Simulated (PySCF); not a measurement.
## SMILES FC[C@H]1CO[SiH2][C@@H]1F, C$_{4}$H$_{8}$F$_{2}$OSi

Geometry:
```tsv
atom	x (Å)	y (Å)	z (Å)
F1	-1.688	-0.828	-1.613
C2	-1.893	-0.060	-0.492
C3	-0.588	0.138	0.268
C4	0.066	-1.191	0.665
O5	1.425	-0.980	0.968
Si6	2.109	0.338	0.287
C7	0.462	0.919	-0.526
F8	0.207	2.278	-0.424
H9	-2.294	0.899	-0.834
H10	-2.638	-0.586	0.114
H11	-0.807	0.716	1.172
H12	-0.005	-1.903	-0.164
H13	-0.410	-1.626	1.547
H14	3.099	-0.048	-0.709
H15	2.556	1.256	1.323
H16	0.391	0.687	-1.593
```

Method: TDDFT wB97X-D/def2-SVPD circular dichroism and optical rotation, one conformer, gas phase in PySCF. Geometry: GFN2-xTB.

The molecule is flexible and this is one conformer; a measurement averages over conformers.

Stereocentres: C3 R, C7 S.

(1) What is the specific rotation at 633, 589.3, 546, 436, 405, 365, 355 nm?

(2) And for the mirror image at 589.3 nm?

(3) What is the molar rotation [Φ] = [α]·M/100 of the geometry above at 589.3 nm?

Results:

(1) [α] in deg dm⁻¹ (g/mL)⁻¹:
```
λ (nm)  origin-invariant length gauge  modified velocity gauge  length gauge (centre of mass)  isotropic polarisability (au)
   633                          +63.8                    +61.1                          +62.6                           74.7
 589.3                          +74.9                    +71.8                          +73.5                           74.9
   546                          +89.2                    +85.4                          +87.5                           75.2
   436                         +153.3                   +146.5                         +150.5                           76.4
   405                         +185.3                   +177.0                         +182.1                           76.9
   365                         +245.7                   +234.3                         +241.6                           77.8
   355                         +265.9                   +253.5                         +261.5                           78.1
```

(2) -74.9 deg dm⁻¹ (g/mL)⁻¹ (origin-invariant length gauge): the same size and the opposite sign.

(3) With M = 138.19 g/mol, +103.5 deg cm² dmol⁻¹ (origin-invariant length gauge).

The first excitation lies at 7.05 eV (176 nm) with R = +27.0 × 10⁻⁴⁰ esu² cm² (velocity form).
